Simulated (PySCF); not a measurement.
Species: C2H9FSi2.
Atom-mapped SMILES: `[F:1][SiH2:2][CH2:3][CH2:4][SiH3:5]`

Cartesian coordinates in Å at the GFN2-xTB level; atoms count from 1:
```
atom  x, y, z in Å
F1     2.899    1.711    0.908
Si2    2.243    0.373    0.285
C3     0.359    0.573    0.335
C4    -0.386   -0.641   -0.225
Si5   -2.276   -0.415   -0.202
H6     2.715   -0.705    1.143
H7     2.766    0.307   -1.073
H8     0.068    1.463   -0.229
H9     0.032    0.749    1.363
H10   -0.109   -1.527    0.349
H11   -0.050   -0.827   -1.248
H12   -2.718   -0.170    1.173
H13   -2.629    0.734   -1.039
H14   -2.914   -1.626   -0.721
```

The computed photoelectron lines, unassigned: C 1s: 290.45 (area 1), 290.47 (area 1) eV; F 1s: 692.01 eV; Si 1s: 1846.36 (area 1), 1847.53 (area 1) eV; Si 2p3/2: 106.66 (area 1), 107.67 (area 1) eV.

The calculation used delta-SCF UKS SCAN, pcX-2 on the ionised atom, pcseg-1 elsewhere, spin-free X2C (PySCF). The structure is a single GFN2-xTB conformer in the gas phase; no vibrational or solvent corrections.

(1) Assign the Si 1s lines to atoms.

(2) Assign the Si 2p3/2 lines to atoms.

Answers

(1) 1846.36 eV: Si5 (SiH3 silicon); 1847.53 eV: Si2 (fluorine-bound silicon). Lowest listed Si 1s: Si5, bonded to C and 3 H. Highest, 1.17 eV above it: Si2, bonded to F, C and 2 H.

(2) 106.66 eV: Si5 (SiH3 silicon); 107.67 eV: Si2 (fluorine-bound silicon). The listed Si 2p3/2 values span 1.01 eV, from Si5 (bonded to C and 3 H) to Si2 (bonded to F, C and 2 H).

Bonded neighbours of each site: F1: Si; Si2: F, C and 2 H; C3: C, 2 H and Si; C4: C, 2 H and Si; Si5: C and 3 H.

**Question.** Which photon energy gives electrons from C 1s of C4 a kinetic energy of 150 eV, and what is their de Broglie wavelength?

**Answer.** hν = 290.47 + 150 = 440.47 eV, recoil neglected; λ = 12.264 Å/√(E/eV) = 1.00 Å.

Spin–orbit coupling isn't in the SCF: each 2p doublet comes from a relaxed spin-free hole plus a matrix of the shell (mean-field spin–orbit coupling and the ground-state 2p splitting), with 2p3/2 averaged over its two sublevels. 2p1/2 minus 2p3/2 (ligand field included): Si 0.63 eV (mean over sites).
